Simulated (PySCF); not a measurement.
## Electron correlation in Si³⁺ (silicon, charge +3)

[Ne] 3s1, 2S determinant. Calculation: PySCF 2.14, in x2c-TZVPPall with one added diffuse shell each of s, p, d type (6s6p4d1f, 51 functions); scalar relativity by spin-free X2C-1e. Frozen: 1s2; 9 electrons correlated.

```json
{"level": "CCSD", "correlation energy (mhartree)": "-149.56"}
{"level": "(T)", "correlation energy (mhartree)": "-0.84"}
{"level": "CCSD(T)", "correlation energy (mhartree)": "-150.40"}
```

Diagnostics: T1 = 0.0026, D1 = 0.0052, largest double amplitude 0.010.

Cost of the coupled-cluster step: roughly 2.1 core-seconds, for 9 correlated electrons.

Iterations:

```
CC2 = 0
CCSD nocc = (np.int64(5), np.int64(4)), nmo = (50, 50)
frozen orbitals [[0], [0]]
max_cycle = 100
direct = 0
conv_tol = 1e-08
conv_tol_normt = 1e-06
diis_space = 8
diis_start_cycle = 0
Init t2, MP2 energy = -0.146195057575835
Init E_corr(UCCSD) = -0.146195057576357
cycle = 1  E_corr(UCCSD) = -0.148701905275906  dE = -0.0025068477  norm(t1,t2) = 0.0109203
cycle = 2  E_corr(UCCSD) = -0.149464896405676  dE = -0.00076299113  norm(t1,t2) = 0.00186309
cycle = 3  E_corr(UCCSD) = -0.149557351986929  dE = -9.24555813e-05  norm(t1,t2) = 0.000486334
cycle = 4  E_corr(UCCSD) = -0.149562376311673  dE = -5.02432474e-06  norm(t1,t2) = 4.09243e-05
cycle = 5  E_corr(UCCSD) = -0.14956028499158  dE = 2.09132009e-06  norm(t1,t2) = 5.98762e-06
cycle = 6  E_corr(UCCSD) = -0.149560301189721  dE = -1.61981413e-08  norm(t1,t2) = 3.00382e-07
cycle = 7  E_corr(UCCSD) = -0.14956030682494  dE = -5.63521954e-09  norm(t1,t2) = 3.65648e-08
UCCSD converged
E(UCCSD) = -287.5645417382086  E_corr = -0.1495603068249404
UCCSD(T) correction = -0.000838877871353581
```

This basis was not built for core-valence correlation, so the inner-shell part is incomplete.
